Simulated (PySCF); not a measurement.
Sn(F)(OH)(NH2)2 (FH₅N₂OSn), SMILES [NH2][Sn]([NH2])([OH])[F].

Coordinates come from a B3LYP-D3(BJ)/def2-SVP optimisation. The structure was generated by enumeration; whether it is a known compound was not checked. The def2 effective core potentials stand for the cores of Sn; spin–orbit coupling is left out. The values are those of a single conformer.

Computed with PySCF with TDDFT-PBE/def2-SVPD.

Vertical excitations. Gas-phase values at a fixed geometry.

```tsv
state	energy (eV)	λ (nm)	f	main pairs
S1	4.52	274	0.035	HOMO→LUMO 76 %, HOMO−1→LUMO 21 %
S2	4.61	269	0.041	HOMO−1→LUMO 75 %, HOMO→LUMO 22 %
S3	5.09	244	0.028	HOMO−2→LUMO 97 %
S4	6.05	205	0.070	HOMO−3→LUMO 89 %
S5	6.30	197	0.018	HOMO−4→LUMO 95 %
S6	6.52	190	0.001	HOMO−5→LUMO 70 %, HOMO→LUMO+1 18 %
S7	6.58	188	0.015	HOMO−1→LUMO+1 80 %
S8	6.65	186	0.015	HOMO→LUMO+2 72 %, HOMO→LUMO+1 14 %
S9	6.83	182	0.046	HOMO→LUMO+1 49 %, HOMO→LUMO+2 20 %
S10	6.90	180	0.035	HOMO−1→LUMO+2 50 %, HOMO→LUMO+3 31 %, HOMO−1→LUMO+3 12 %
T1	4.02	308	0	HOMO→LUMO 97 %
T2	4.11	301	0	HOMO−1→LUMO 97 %
T3	4.74	262	0	HOMO−2→LUMO 99 %
T4	5.44	228	0	HOMO−3→LUMO 98 %
```
Triplets are in the Tamm–Dancoff approximation, which puts them higher than full response would, so one can lie above its singlet here.
